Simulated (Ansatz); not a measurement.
Gas-phase electronic energies from Ansatz, PBE0-D4/def2-TZVP geometries. CCSD(T)/CBS is the MP2 limit (def2-TZVPP, def2-QZVPP) plus CCSD(T) − MP2 in def2-TZVPP, frozen cores. This one scheme is used for every species. Functionals use def2-TZVPP. Each species was taken in one conformer, which may not be the lowest.

Consider the ligand exchange at the Al–F bond: `[F][Al]([SH])[O][SiH3]` + H₂S → `[SiH3][O][Al]([SH])[SH]` + H–F.

| level | ΔE (kJ/mol) |
| --- | --- |
| CAM-B3LYP-D4 | 79.4 |
| MP2/def2-SVP | 80.5 |

Question: What does CCSD(T)/CBS give? (An estimate is asked.)

Answer: The calculation gave: +68.3 kJ/mol. The listed levels differ from it by 11.1, 12.2 kJ/mol.

Largest T1 diagnostic among the species: 0.012.

At CCSD(T), def2-SVP lies +13.9 kJ/mol from the extrapolated value and def2-TZVPP +2.5 kJ/mol. In def2-TZVPP, CCSD(T) changes the Hartree–Fock value by −14.4 kJ/mol (the triples alone add −3.6 kJ/mol) and MP2 by −17.9 kJ/mol.
